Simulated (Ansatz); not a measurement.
`CC1[SiH2]C1=O`, relaxed with RKS PBE0-D4/def2-TZVP in the Gaussian-basis code of Ansatz from a PBE-D4/def2-SVP geometry. The force threshold is 0.005 eV/Å; the program also tests the step.

Total charge 0; spin multiplicity 1.

Start:

```xyz
11

C    -1.356    0.552    0.455
C     0.101    0.434    0.057
Si    1.170   -0.784   -1.054
C     1.086   -0.350    0.830
O     1.190   -0.794    1.948
H    -1.485    1.228    1.326
H    -1.765   -0.438    0.739
H    -1.968    0.947   -0.381
H     0.582    1.383   -0.274
H     0.574   -2.100   -1.466
H     1.872   -0.079   -2.180
```

```json
{"step": "1", "energy (eV)": "-13124.4244", "largest force (eV/Å)": "1.342", "largest move (Å)": "0.000"}
{"step": "2", "energy (eV)": "-13124.4784", "largest force (eV/Å)": "0.290", "largest move (Å)": "0.037"}
{"step": "3", "energy (eV)": "-13124.4887", "largest force (eV/Å)": "0.136", "largest move (Å)": "0.024"}
{"step": "4 (rejected)", "energy (eV)": "-13124.4839", "largest force (eV/Å)": "0.322", "largest move (Å)": "0.059"}
{"step": "5", "energy (eV)": "-13124.4916", "largest force (eV/Å)": "0.080", "largest move (Å)": "0.029"}
{"step": "6", "energy (eV)": "-13124.4921", "largest force (eV/Å)": "0.061", "largest move (Å)": "0.019"}
{"step": "7", "energy (eV)": "-13124.4924", "largest force (eV/Å)": "0.030", "largest move (Å)": "0.007"}
{"step": "8", "energy (eV)": "-13124.4925", "largest force (eV/Å)": "0.012", "largest move (Å)": "0.010"}
{"step": "9", "energy (eV)": "-13124.4925", "largest force (eV/Å)": "0.007", "largest move (Å)": "0.007"}
{"step": "10", "energy (eV)": "-13124.4925", "largest force (eV/Å)": "0.005", "largest move (Å)": "0.003"}
{"step": "11", "energy (eV)": "-13124.4925", "largest force (eV/Å)": "0.002", "largest move (Å)": "0.001"}
```

End:

```xyz
11

C    -1.356    0.546    0.454
C     0.085    0.432    0.032
Si    1.113   -0.773   -1.053
C     1.078   -0.366    0.788
O     1.216   -0.736    1.914
H    -1.462    1.197    1.325
H    -1.755   -0.434    0.724
H    -1.969    0.951   -0.354
H     0.560    1.380   -0.257
H     0.558   -2.082   -1.474
H     1.931   -0.115   -2.099
```

It took 35 s on 4 threads of an Arm Neoverse V1 on a shared host, with 0.48 GiB of host memory at the peak.
